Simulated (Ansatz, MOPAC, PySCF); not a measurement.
System: PbCl, charge 1, multiplicity 1. SMILES: [Cl][Pb+]
Geometry from a B3LYP-D3(BJ)/def2-TZVP (Ansatz, an electronic-structure program) optimisation:
```
Pb
Cl 1 2.3729
```
Charge +1, spin multiplicity 1.

Quantity: vertical electron affinity to the doublet, in eV. Terms: six Cartesian d functions in 6-31G* and its kin unless marked 5d; valence correlation only (noble-gas shells and the d and f shells of earlier blocks); no spin-orbit coupling; LANL2DZ with its own core potentials from Na on; def2 sets with scalar-relativistic core potentials past Kr; PM7 with its own dispersion and hydrogen-bond terms; each state is the SCF solution reached for its charge and spin; UHF or UKS for open shells. First-principles rows: single points at B3LYP-D3(BJ) geometries (Ansatz). Semi-empirical rows: differences of heats of formation at the shared geometry for vertical values. The spin state of an ion or metal species was assumed, not searched.

| level | program | vertical electron affinity to the doublet (eV) |
|---|---|---|
| PM3 | MOPAC | 7.54 |
| PM6 | MOPAC | 6.81 |
| PM7 | MOPAC | 7.35 |
| MNDO | MOPAC | 7.64 |
| HF/6-31G* with LANL2DZ past Ar | Ansatz | 6.66 |
| PBE/6-31G* with LANL2DZ past Ar | Ansatz | 6.87 |
| B3LYP/6-31G* with LANL2DZ past Ar | Ansatz | 6.93 |
| M06-2X/6-31G* with LANL2DZ past Ar (5d) | PySCF | 6.81 |
| MP2/6-31G* with LANL2DZ past Ar | Ansatz | 6.39 |
| B3LYP/def2-TZVPD | Ansatz | 6.82 |
| M06-2X/def2-TZVPD | PySCF | 6.86 |
| wB97M-V/def2-TZVPD | Ansatz | 6.82 |

No value to compare with is used here. The 9 habitual levels span 6.39 (MP2/6-31G* with LANL2DZ past Ar) to 7.64 eV (MNDO); M06-2X/def2-TZVPD gives 6.86.

The levels are drawn from those run, B3LYP/6-31G* more often than the rest, none by its result; runs whose electronic state is in doubt are left out.
